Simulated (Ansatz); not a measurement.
Clusters of 3 atoms, chalcogenide: PBE0-D4/def2-TZVP single points in Ansatz on relaxed structures, gas phase. Each cluster is the lowest isomer that a short search found in that spin, judged at the geometry's level, and lower ones may exist. Core potentials for Au, Ta, Te, W, Zr, no spin–orbit coupling. HOMO and LUMO are taken over both spins. Singlets are spin-restricted. The spins of the ions were chosen, not always searched. A dash marks a value that wasn't run or was left out as unsound. The structures are stationary points that may keep the symmetry of their start. Remarks come from the PBE and PBE0 runs and from stability tests at other levels; not every state was tested. A HOMO above zero means that the electron is unbound at that level and held by the basis, or that self-interaction error raises the level; the energy of removing that electron tells which. HOMO above LUMO (over both spins in singlets and doublets, within one spin in higher multiplets; at PBE or PBE0), or a gap under 0.15 eV within one spin, warns that the state may not be the lowest or that an electron is smeared out.

Task: Estimate the order by LUMO (eV), lowest first.
A. ZrSe2⁺ (doublet; reduced ion triplet)
B. Li2S (singlet)
C. Cu2S (singlet)
D. WS2⁺ (doublet; reduced ion triplet)
E. TaSe2⁺ (singlet)
F. Au2Se (singlet)
G. Li2S⁺ (doublet; reduced ion singlet)
H. ZrTe2⁺ (doublet; reduced ion triplet)

Result: D (-9.74), E (-9.50), G (-8.06), A (-7.76), H (-7.48), F (-3.03), C (-2.42), B (-0.86).

In full:

| species | atoms | state | geometry | HOMO (eV) | LUMO (eV) | gap (eV) | vertical EA (eV) | lowest of the spins relaxed | point group (within 0.1 Å) | remarks |
| --- | --- | --- | --- | --- | --- | --- | --- | --- | --- | --- |
| Li2S | 3 | singlet | PBE0-D4/def2-TZVP | -4.48 | -0.86 | 3.62 | – | singlet, of singlet/triplet | C2v | HOMO above zero (-1 doublet), gap within one spin near zero at PBE or PBE0 (-1 doublet) |
| TaSe2⁺ | 3 | singlet | r2SCAN-D4/def2-TZVP | -11.81 | -9.50 | 2.31 | 8.15 | singlet, of singlet/triplet/quintet | C2v | restricted, untested |
| ZrTe2⁺ | 3 | doublet; reduced ion triplet | r2SCAN-D4/def2-TZVP | -10.31 | -7.48 | 2.83 | 6.06 | doublet, of doublet/quartet | C2v | spin-contaminated (⟨S²⟩ up to 0.83) |
| ZrSe2⁺ | 3 | doublet; reduced ion triplet | PBE0-D4/def2-TZVP | -10.67 | -7.76 | 2.90 | 6.12 | doublet, of doublet/quartet | C2v | – |
| WS2⁺ | 3 | doublet; reduced ion triplet | PBE-D4/def2-TZVP | -12.88 | -9.74 | 3.15 | 7.93 | doublet, of doublet/quartet | C2v | spin-contaminated (⟨S²⟩ up to 0.85) |
| Au2Se | 3 | singlet | r2SCAN-D4/def2-TZVP | -6.19 | -3.03 | 3.15 | – | singlet, of singlet/triplet/quintet | C2v | HOMO above zero (-1 doublet), gap within one spin near zero at PBE or PBE0 (-1 doublet) |
| Cu2S | 3 | singlet | B3LYP-D4/def2-TZVP | -5.69 | -2.42 | 3.27 | – | singlet, of singlet/triplet/quintet | C2v | HOMO above zero (-1 doublet) |
| Li2S⁺ | 3 | doublet; reduced ion singlet | r2SCAN-D4/def2-TZVP | -10.86 | -8.06 | 2.80 | 6.02 | – | D∞h | – |

The gap (eV) runs from 2.31 (TaSe2⁺) to 3.62 (Li2S). The vertical EA (eV) runs from 6.02 (Li2S⁺) to 8.15 (TaSe2⁺).
